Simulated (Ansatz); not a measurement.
`[OH][GeH2][I]` + CH₃OH → `C[O][GeH2][I]` + H₂O at 400 K and 1 bar (ligand exchange at a Ge–O bond).

Program: Ansatz. Geometries: PBE0-D4/def2-TZVP. ΔE: electronic, gas phase. CCSD(T)/CBS adds triple-zeta CCSD(T) − MP2 to the extrapolated MP2 energy (def2 sets, frozen cores). This one scheme is used for every species. Elements past krypton have def2 core potentials. For Ge, I outer-core shells are correlated without core-valence functions, which leaves a few kJ/mol of doubt a bond. Scalar relativity is left out up to krypton. Each species was taken in one conformer, which may not be the lowest.

| species | CCSD(T)/CBS energy (Eh) | H − E (kJ/mol) | S (J/(mol·K)) |
| --- | --- | --- | --- |
| `[OH][GeH2][I]` | -2450.58625 | 103.9 | 347.8 |
| CH₃OH | -115.61712 | 151.2 | 252.6 |
| `C[O][GeH2][I]` | -2489.82326 | 183.8 | 401.8 |
| H₂O | -76.37941 | 69.8 | 198.6 |

H − E and S are ideal-gas, rigid-rotor, harmonic terms from PBE0-D4/def2-TZVP, for one conformer and one mirror image of each species. 1 Eh = 2625.50 kJ/mol, R = 8.31446 J/(mol·K).

Q: By hand: ΔE, ΔH, ΔS and ΔG.

A: ΔE = (-2489.82326) + (-76.37941) − (-2450.58625) − (-115.61712) = 0.00070 Eh = 1.8 kJ/mol. Δ(H − E) = 183.8 + 69.8 − 103.9 − 151.2 = -1.5, so ΔH = 0.3 kJ/mol. ΔS = 401.8 + 198.6 − 347.8 − 252.6 = 0.0 J/(mol·K). ΔG = 0.3 − 400 × (0.0)/1000 = 0.3 kJ/mol.

Q: By hand: the equilibrium constant, and the temperature at which ΔG would vanish if ΔH and ΔS stayed fixed.

A: log₁₀ K = −ΔG/(RT ln 10) = 0.0. With ΔH or ΔS at zero there is no such temperature.

The number of gas molecules stays the same, so ΔS is small and ΔH decides. The sign of ΔG lies within the doubt. A doubt of 5 kJ/mol in ΔE shifts log₁₀ K by 0.7 here. Other conformers and mirror images would add mixing entropy, several J/(mol·K) or more a flexible species. Modes under 60 cm⁻¹, often nearly free rotors, make the harmonic entropy too high. These are equilibria of isolated gas molecules and say nothing of rates. Largest T1 diagnostic: 0.010 (customary marks: 0.02 for closed shells, 0.045 for open ones).

ΔS is within the doubt of such terms, so its sign, and with it that verdict, could turn.
